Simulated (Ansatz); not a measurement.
Basis sets compared for Zn7Se6⁺. The state is a doublet with charge 1. Geometry PBE-D4/def2-SVP. Ansatz on 2 threads of AMD EPYC 7R13 on a shared host and a share (18 GiB) of an NVIDIA H100 80GB HBM3; times are rough, and most runs start from earlier orbitals.

```
atom   x (Å)   y (Å)   z (Å)
 Zn1  -1.821   1.551  -1.097
 Zn2   0.351  -2.322   1.427
 Zn3   1.622  -2.561  -1.121
 Zn4   0.728   0.022   1.739
 Zn5  -1.080  -1.311  -0.635
 Zn6   2.517  -0.457  -0.551
 Zn7   0.740   2.104  -0.334
 Se8  -1.399   1.335   1.862
 Se9   0.099   0.276  -2.058
Se10  -2.878  -0.039   0.539
Se11  -0.447  -3.692  -0.459
Se12  -1.072   3.687  -0.292
Se13   2.637   1.406   0.980
```

Single mean-field runs in def2-SVP, def2-TZVP are fitted with def2-universal-jkfit. Another isomer (doublet) lies 1.06 eV lower at PBE0-D4/def2-TZVP; other spin states weren't run for this one.

| level | functions | energy (Eh) | HOMO (eV) | LUMO (eV) | wall time |
| --- | --- | --- | --- | --- | --- |
| PBE-D4/def2-SVP | 409 | -26857.8031 | -8.67 | -7.98 | 11 s |
| PBE0-D4/def2-SVP | 409 | -26858.4407 | -9.69 | -7.27 | 13 s |

(1) Estimate the rows for PBE-D4/def2-TZVP (with forces), PBE0-D4/def2-TZVP.

Results:

(1) 
```json
{"level": "PBE-D4/def2-TZVP (with forces)", "functions": "624", "energy (Eh)": "-26861.3957", "HOMO (eV)": "-8.76", "LUMO (eV)": "-8.07", "wall time": "13 s"}
{"level": "PBE0-D4/def2-TZVP", "functions": "624", "energy (Eh)": "-26861.9712", "HOMO (eV)": "-9.72", "LUMO (eV)": "-7.31", "wall time": "13 s"}
```
